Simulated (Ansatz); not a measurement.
```yaml
crystal:
  periodic: [true, true, true]
  atoms:
    - {symbol: C, position_ang: [-1.086453, 0.530489, -0.657562]}
    - {symbol: Si, position_ang: [-0.806304, -0.054033, 1.187352]}
    - {symbol: Si, position_ang: [1.388223, -0.200414, 0.800681]}
    - {symbol: Si, position_ang: [0.521366, -0.271569, -1.356507]}
    - {symbol: H, position_ang: [-2.019125, 0.243160, -1.132445]}
    - {symbol: H, position_ang: [-0.989511, 1.618007, -0.672735]}
    - {symbol: H, position_ang: [-1.424869, -1.369187, 1.371134]}
    - {symbol: H, position_ang: [-1.437575, 0.861031, 2.201971]}
    - {symbol: H, position_ang: [2.341729, -1.256325, 1.332881]}
    - {symbol: H, position_ang: [2.189072, 1.134594, 1.044400]}
    - {symbol: H, position_ang: [0.194050, -1.762171, -1.699543]}
    - {symbol: H, position_ang: [1.066354, 0.419495, -2.481777]}
basis:
  gaussian: {orbitals: cc-pVDZ, final_grid: {core_spheres: 20, valence_spheres: 16, degree: 47}}
total_charge: 1
magnetization: {spin_polarized: true, initial_magnetization: 1}
hamiltonian: {xc: {name: PBE}, dispersion: d3bj}
scf: {lower_state_search: light}
output: {forces: true}
```

```sh
$ ansatz run in.yaml --threads 4 --pin off --events-out ev --progress --plain --max-ram 10444MiB
```

Output, abridged:

```
Error: YAML parse error: error: line 2 column 3: crystal: missing field `lattice` (a structure is typed as `lattice` and `atoms`, a molecule's as `atoms` in Å alone, or read from a run's directory, `checkpoint`)
 --> <input>:2:3
1 | crystal:
2 |   periodic: [true, true, true]
3 |   atoms:
4 |     - {symbol: C, position_ang: [-1.086453, 0.530489, -0.657562]}
```

Something in this input is off. What?

The molecule is marked periodic without a cell. The program refused the input.
